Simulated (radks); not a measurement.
Problem. These are the eigenvalues of the occupied orbitals of an atom or ion with whole-number occupations (hartree). All-electron calculation, scalar-relativistic Kohn-Sham, PBE, spin-polarised, spherical densities, finite nucleus; Fermi nuclear charge, rms radius of each element as measured or else 0.836 A^(1/3) + 0.57 fm. Program: a radial shooting solver on a logarithmic mesh with Libxc functionals.

| orbital | eigenvalue |
|---|---|
| 1s | -7.11563 |
| 2s | -0.71701 |

Which element is it, and in what charge state? The configuration may be excited. Open shells, if any, are filled with parallel spins first.

Solution. Z = 5, boron, charge +1: B+ in [He] 2s2. The 1s level, -7.1156 hartree, gives Z - s = 3.8 by -(Z - s)^2/2, which with screening and relativity narrows Z to a few neighbours, and with so few levels the electron count can be read from the list.
